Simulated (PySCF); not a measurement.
Predicted microwave data (PySCF 2.14.0, PBE0-D3(BJ)/def2-SVP geometry optimisation, gas phase) for one isomer of CH7B2N:

```
Rotational constants : A = 34954, B = 3847, C = 3540 MHz
Dipole components    : |μa| = 1.06 D, |μb| = 1.34 D, |μc| = 0.01 D
Inertial defect      : -3.09 u·Å²
κ                    : -0.98
```

Question: Which candidate fits, each taken in the one conformer that was computed?
A. `[BH2:1][CH2:2][BH:3][NH2:4]` with H–B1–C2–B3 -96° and 80°, B1–C2–B3–N4 94°
B. `[BH2:1][NH:2][BH:3][CH3:4]` with B1–N2–B3–C4 -179°
C. `BN(B)C`

Answer: B. It is BNBC, a near-prolate asymmetric top. The candidates at the same level (rigid rotor, commonest isotopes):

```
SMILES  A (MHz)  B (MHz)  C (MHz)  μa (D)  μb (D)  μc (D)  Δ (u·Å²)  point group                        rotor
BN(B)C    10061     9062     4915    1.57    0.02    0.02     -3.18      near Cs               asymmetric top
  BNBC    34954     3847     3540    1.06    1.34    0.01     -3.09            –  near-prolate asymmetric top
  BCBN    16808     4659     4386    2.07    0.24    1.12    -23.32           C1  near-prolate asymmetric top
```

`BN(B)C` has B 136 % too high; `BCBN` has A 52 % too low. No structure here is proved a minimum.
